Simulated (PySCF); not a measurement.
## Assignment exercise: C5H13NSi3

Molfile (atoms numbered from 1):
```
C5H13NSi3
     RDKit          3D

 22 21  0  0  0  0  0  0  0  0999 V2000
   -1.7731    1.3933   -1.4866 C   0  0  0  0  0  0  0  0  0  0  0  0
   -1.5754    0.2158   -0.9142 C   0  0  0  0  0  0  0  0  0  0  0  0
   -2.6808   -0.4295   -0.1112 C   0  0  0  0  0  0  0  0  0  0  0  0
   -2.2972   -0.5039    1.2735 C   0  0  0  0  0  0  0  0  0  0  0  0
   -1.9727   -0.5476    2.3693 N   0  0  0  0  0  0  0  0  0  0  0  0
    0.0773   -0.7072   -0.9991 Si  0  0  0  0  0  4  0  0  0  0  0  0
    1.1366   -0.3289    0.5306 C   0  0  0  0  0  0  0  0  0  0  0  0
    1.4098    1.5383    0.7916 Si  0  0  0  0  0  4  0  0  0  0  0  0
    2.7604   -1.3207    0.5119 Si  0  0  0  0  0  4  0  0  0  0  0  0
   -2.7074    1.9329   -1.4150 H   0  0  0  0  0  0  0  0  0  0  0  0
   -0.9980    1.8697   -2.0626 H   0  0  0  0  0  0  0  0  0  0  0  0
   -2.8610   -1.4473   -0.4714 H   0  0  0  0  0  0  0  0  0  0  0  0
   -3.6115    0.1426   -0.1821 H   0  0  0  0  0  0  0  0  0  0  0  0
    0.7426   -0.2980   -2.2408 H   0  0  0  0  0  0  0  0  0  0  0  0
   -0.2421   -2.1436   -1.0711 H   0  0  0  0  0  0  0  0  0  0  0  0
    0.5731   -0.6745    1.4023 H   0  0  0  0  0  0  0  0  0  0  0  0
    2.1222    2.0938   -0.3636 H   0  0  0  0  0  0  0  0  0  0  0  0
    0.1247    2.2293    0.9285 H   0  0  0  0  0  0  0  0  0  0  0  0
    2.2046    1.7659    2.0002 H   0  0  0  0  0  0  0  0  0  0  0  0
    2.4688   -2.7526    0.3880 H   0  0  0  0  0  0  0  0  0  0  0  0
    3.5809   -0.9111   -0.6306 H   0  0  0  0  0  0  0  0  0  0  0  0
    3.5077   -1.0970    1.7514 H   0  0  0  0  0  0  0  0  0  0  0  0
  1  2  2  0
  2  3  1  0
  3  4  1  0
  4  5  3  0
  2  6  1  0
  6  7  1  0
  7  8  1  0
  7  9  1  0
  1 10  1  0
  1 11  1  0
  3 12  1  0
  3 13  1  0
  6 14  1  0
  6 15  1  0
  7 16  1  0
  8 17  1  0
  8 18  1  0
  8 19  1  0
  9 20  1  0
  9 21  1  0
  9 22  1  0
M  END
```

- GFN2-xTB structure
- NMR shieldings at PBE0/pcSseg-1/GIAO
- program: PySCF 2.14.0 with density-fitted response routines
- no solvent model, one computed conformer, relativity neglected, averaged over atoms made equivalent by symmetry, fast rotation or ring inversion

Referencing at the same level of theory: ¹³C and ¹H vs TMS.

Q: Assign these signals to the numbered atoms. ¹³C{¹H} NMR (computed): δ 144.5 (C), 141.5 (CH2), 123.2 (C), 29.0 (CH2), -17.0 (CH).

A: 
| δ (ppm) | atoms | environment | reason |
| --- | --- | --- | --- |
| 144.5 | C2 | fully substituted alkene carbon | an sp2 carbon of a C=C bond |
| 141.5 | C1 | terminal =CH2 carbon | as expected for a trigonal carbon in a double bond |
| 123.2 | C4 | nitrile carbon | typical of a nitrile |
| 29.0 | C3 | allylic sp3 CH2 | saturated and bonded to C and H only |
| -17.0 | C7 | sp3 CH bonded to 3 Si | an electropositive neighbour leaves it electron-rich and shielded |

Q: Assign these signals to the numbered atoms. ¹H NMR (600 MHz, computed): δ 6.32 (br s, 1H), 5.88 (br s, 1H), 4.57 (d, 2H), 4.09 (d, 6H), 3.16 (s, 2H), 0.23 (m, 1H).

A: 
```tsv
δ (ppm)	atoms	environment	reason
6.32	H10	hydrogen on a terminal =CH2 carbon	a vinylic proton, deshielded by the sp2 carbon and the C=C anisotropy
5.88	H11	hydrogen on a terminal =CH2 carbon	–
4.57	H14/H15	hydrogen on a silicon bonded to 2 C	–
4.09	H17/H18/H19/H20/H21/H22	hydrogen on a silicon bonded to C	–
3.16	H12/H13	hydrogen on an allylic sp3 CH2	allylic position
0.23	H16	hydrogen on an sp3 CH bonded to 3 Si	an electropositive neighbour shields it, as in TMS itself
```

Shifts are as computed. Against solution values, carbons near 30 ppm lie about +3 ppm off and those near 130 ppm about +5 ppm. Of 1211 compounds with measured shifts, 218 miss one by over three times the rms of a fit or turn the order of signals round; such compounds aren't used in these exercises. Multiplicities follow the n + 1 count of equivalent neighbours, as no J values were calculated; m marks all less simple cases, F and P coupling included.
